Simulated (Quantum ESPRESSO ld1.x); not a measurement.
Problem. The mean radii <r> (bohr) of the occupied orbitals of an atom or ion are listed with their occupations. All-electron calculation, Dirac Kohn-Sham, revPBE, spin-unpolarised, spherical densities, point nucleus. Program: ld1.x of Quantum ESPRESSO 7.5.

| orbital | occ. | <r> |
|---|---|---|
| 1s1/2 | 2 | 0.09678 |
| 2s1/2 | 2 | 0.4661 |
| 2p1/2 | 1.66667 | 0.4233 |
| 2p3/2 | 3.33333 | 0.4254 |
| 3s1/2 | 2 | 1.401 |
| 3p1/2 | 0.333333 | 1.484 |
| 3p3/2 | 0.666667 | 1.489 |
| 4f5/2 | 0.428571 | 4.227 |
| 4f7/2 | 0.571429 | 4.228 |

Name the element and its charge. Open shells, if any, are shared by 2j + 1.

Solution. Z = 16, sulfur, charge +3: S3+ in [He] 2s2 2p5 3s2 3p1 4f1. The 1s radius gives Z: for a bare nucleus <r> = (2 gamma + 1)/(2Z) with gamma = sqrt(1 - (Z/c)^2), 0.09332 bohr for Z = 16, and screening makes it slightly larger (0.09678 here). The occupations add up to 13, and the charge is Z minus that.
